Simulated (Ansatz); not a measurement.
Species, as SMILES: [F][Ga] (F-Ga) (closed-shell singlet).
Geometry (B3LYP-D3(BJ)/def2-TZVP, fixed):
```xyz
2

Ga     0.0000     0.0000    -0.4051
F      0.0000     0.0000     1.3954
```
Charge 0, spin multiplicity 1.

Basis-set convergence of the dipole moment at MP2 with Ansatz (a program for electronic structure). Dipoles come from the density behind the forces; the sign is taken along the dipole that this method gives in the largest set. The reference of a correlated method is not its basis-set limit, which lies further on. All functions are spherical. Cores are frozen (with 3d on Ga to Br). No added dispersion term, no relativity. Reference: the value in aug-pcseg-3, 2.311 D, itself unsure by roughly 0.006 D (its mean distance from aug-cc-pVQZ, def2-QZVPPD). Deviations are taken from unrounded values.

```csv
basis,functions
def2-SVP,46
aug-pcseg-1,59
def2-SVPD,61
def2-TZVPP,79
def2-TZVPPD,94
aug-pcseg-2,105
def2-QZVP,132
def2-QZVPP,146
def2-QZVPPD,161
aug-pcseg-3,178
```

Task: Which is the smallest set listed that can be trusted to 0.05 D here, that is, within that of the reference together with its larger relatives (same family, alike in diffuse functions; a set with none to test it counts only in the reference's own line)?

Result: The smallest set listed that lies within 0.05 D of the reference with all its larger relatives (same family, alike in diffuse functions; a set with none counts only in the reference's own line) is aug-pcseg-1 (59 functions, -0.024 D off). Value minus reference: def2-SVP -0.432, aug-pcseg-1 -0.024, def2-SVPD 0.037, def2-TZVPP -0.107, def2-TZVPPD 0.003, aug-pcseg-2 0.000, def2-QZVP -0.034, def2-QZVPP -0.032, def2-QZVPPD -0.008, aug-pcseg-3 0.000 D.
